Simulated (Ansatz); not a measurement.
## Worked example: SiH(CH3)Br2 + C2HF5 → SiH2(CH3)Br + C2BrF5

Species: SiH(CH3)Br2, singlet; C2HF5 (pentafluoroethane) `FC(F)C(F)(F)F`, singlet; SiH2(CH3)Br, singlet; C2BrF5 (bromopentafluoroethane) `FC(F)(F)C(F)(F)Br`, singlet. The partners trade Br for H: Si–Br and C–H bonds give way to Si–H and C–Br.

Shapes, held fixed at every level: PBE0-D4/def2-TZVP. Programs: Ansatz 0.2.0. The zero-point and thermal change to 298 K, harmonic and unscaled (PBE0-D4/def2-TZVP), is -11.0 kJ/mol.

At CCSD(T)/def2-TZVPP; 1 Eh = 2625.50 kJ/mol:

```
    species   energy (Eh)
SiH(CH3)Br2  -5475.018723
      C2HF5   -575.382314
SiH2(CH3)Br  -2902.854605
     C2BrF5  -3147.482952
```

Question: Work out ΔH(298 K) of the reaction at this level.

Answer: 
1. Products less reactants: (-2902.854605) + (-3147.482952) − [(-5475.018723) + (-575.382314)] = 0.063480 Eh = +166.7 kJ/mol.
2. With the thermal change: +166.7 + (-11.0) = +155.7 kJ/mol.

Other levels give +147.1 (PBE-D4/def2-TZVPP) to +161.9 kJ/mol (MP2/def2-TZVPP). No measured value is set beside it here. Relativity is left out for Br unless named. Correlated rows may include outer-core shells of Br, which these sets cover unevenly.
